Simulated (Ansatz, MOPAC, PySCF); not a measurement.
Dimer: CHN (SMILES C#N) (first 3 atoms) with C2H6O (SMILES COC); geometry from B3LYP-D3(BJ)/def2-TZVP, rigid monomers moved along the line of their centres of mass till H3···O5 is 1.75 Å.
(charge 0, multiplicity 1):
| atom | x (Å) | y (Å) | z (Å) |
|---|---|---|---|
| C | -0.2934 | 0.1884 | -0.3061 |
| N | -0.3619 | 0.3099 | -1.4448 |
| H | -0.2267 | 0.0738 | 0.7655 |
| C | 0.0756 | -1.3650 | 3.1354 |
| O | -0.1184 | -0.1140 | 2.5024 |
| C | -0.0658 | 0.9786 | 3.4007 |
| H | -0.7011 | -1.5500 | 3.8861 |
| H | 1.0571 | -1.4127 | 3.6209 |
| H | 0.0191 | -2.1324 | 2.3653 |
| H | -0.8485 | 0.8978 | 4.1636 |
| H | -0.2242 | 1.8858 | 2.8202 |
| H | 0.9097 | 1.0336 | 3.8973 |

Monomers are frozen at their geometry in the pair; levels with a basis set take the counterpoise correction. Rows marked so take none.

Cores are frozen in the correlated methods. Rows in 6-31G* carry no dispersion term and start afresh at each structure (6-31G* with six Cartesian d functions). MP2/6-31G* freezes PySCF's default core. The state that PM3 reach isn't checked.

Programs: Ansatz (Gaussian orbitals); MOPAC for PM3 (differences of heats of formation); PySCF for 6-31G* rows, the dispersion terms. Values without a source in brackets are computed.

| level | interaction energy (meV) |
|---|---|
| PM3 | -102.6 |
| BP86/6-31G* (no counterpoise) | -233.9 |
| r2SCAN-D3(BJ)/def2-TZVPPD | -223.0 |
| B3LYP/6-31G* | -189.8 |
| B3LYP-D4/def2-TZVPPD | -234.7 |
| PBE0-D4/def2-TZVPPD | -246.2 |
| wB97M-V/def2-TZVPPD | -226.5 |
| MP2/6-31G* | … |
| SCS-MP2/aug-cc-pVDZ | … |

### Question
What belongs in the gaps?

### Answer

- MP2/6-31G*, interaction energy (meV): -173.3
- SCS-MP2/aug-cc-pVDZ, interaction energy (meV): -147.1

Ansatz is a first-principles code.
